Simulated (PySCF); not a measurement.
SMILES C(=C)(C)/C(C)=C\C=O, C₇H₁₀O

Molfile (atoms numbered from 1):
```
C7H10O
     RDKit          3D

 18 17  0  0  0  0  0  0  0  0999 V2000
   -1.1841    0.5364   -1.1077 C   0  0  0  0  0  0  0  0  0  0  0  0
   -0.7046   -0.0411    0.0043 C   0  0  0  0  0  0  0  0  0  0  0  0
   -1.5787   -0.8468    0.9238 C   0  0  0  0  0  0  0  0  0  0  0  0
    0.7094    0.1483    0.4073 C   0  0  0  0  0  0  0  0  0  0  0  0
    0.9502    0.5958    1.8183 C   0  0  0  0  0  0  0  0  0  0  0  0
    1.7484   -0.0674   -0.4328 C   0  0  0  0  0  0  0  0  0  0  0  0
    1.6672   -0.6604   -1.7723 C   0  0  0  0  0  0  0  0  0  0  0  0
    2.6186   -0.7437   -2.5155 O   0  0  0  0  0  0  0  0  0  0  0  0
   -0.5538    1.1650   -1.7412 H   0  0  0  0  0  0  0  0  0  0  0  0
   -2.2313    0.4142   -1.3991 H   0  0  0  0  0  0  0  0  0  0  0  0
   -1.1318   -1.8321    1.1337 H   0  0  0  0  0  0  0  0  0  0  0  0
   -2.5735   -1.0028    0.4850 H   0  0  0  0  0  0  0  0  0  0  0  0
   -1.7127   -0.3410    1.8939 H   0  0  0  0  0  0  0  0  0  0  0  0
    0.6754   -0.1994    2.5312 H   0  0  0  0  0  0  0  0  0  0  0  0
    2.0066    0.8466    1.9826 H   0  0  0  0  0  0  0  0  0  0  0  0
    0.3320    1.4738    2.0659 H   0  0  0  0  0  0  0  0  0  0  0  0
    2.7689    0.1502   -0.0992 H   0  0  0  0  0  0  0  0  0  0  0  0
    0.6709   -1.0714   -2.0651 H   0  0  0  0  0  0  0  0  0  0  0  0
  1  2  2  0
  2  3  1  0
  2  4  1  0
  4  5  1  0
  4  6  2  0
  6  7  1  0
  7  8  2  0
  1  9  1  0
  1 10  1  0
  3 11  1  0
  3 12  1  0
  3 13  1  0
  5 14  1  0
  5 15  1  0
  5 16  1  0
  6 17  1  0
  7 18  1  0
M  END
```

Method used: TDDFT CAM-B3LYP/aug-cc-pVDZ circular dichroism and optical rotation, one conformer, gas phase in PySCF 2.14.0. Geometry: PBE0-D3(BJ)/def2-SVP.

No stereocentre is labelled: unless the shape is locked (an allene, a helicene, a hindered biaryl), the mirror image is equally populated and a measured rotation or CD is zero.

**Question.** Draw the ECD and absorption spectra from the lowest 12 states, each a Gaussian of half-width 0.2 eV at 1/e height.

**Answer.** 
```
E (eV)  λ (nm)  Δε (L mol⁻¹ cm⁻¹)  ε (L mol⁻¹ cm⁻¹)
  3.22     385              -0.02             0.494
  3.32     373              -0.23              4.69
  3.42     363              -1.34                27
  3.52     352              -4.67              94.1
  3.62     342              -9.88               199
  3.72     333             -12.69               256
  3.82     325              -9.88               199
  3.92     316              -4.67              94.1
  4.02     308              -1.34                27
  4.12     301              -0.23              4.69
  4.22     294              -0.02             0.494
  4.32     287               0.00                 0
  4.42     280               0.00                 0
  4.52     274               0.00             0.177
  4.62     268              +0.01              4.18
  4.72     263              +0.18              59.8
  4.82     257              +1.60               518
  4.92     252              +8.41              2730
  5.02     247             +26.82              8700
  5.12     242             +51.90             16800
  5.22     238             +60.90             19700
  5.32     233             +43.35             14100
  5.42     229             +18.71              6070
  5.52     225              +4.88              1590
  5.62     221              +0.50               316
  5.72     217              -1.91               481
  5.82     213              -8.66              2090
  5.92     209             -23.98              6090
  6.02     206             -43.69             11600
  6.12     203             -56.10             14600
  6.22     199             -54.60             12800
  6.32     196             -34.37              9740
  6.42     193             +12.73             11200
  6.52     190             +70.27             16900
  6.62     187             +92.53             19400
  6.72     184             +65.38             15100
  6.82     182             +26.98              8910
  6.92     179              +8.83              5560
  7.02     177             +11.21              4770
```
Δε uses R in velocity form, ε uses f in length form. Only the states computed contribute, so the short-wavelength end is incomplete.
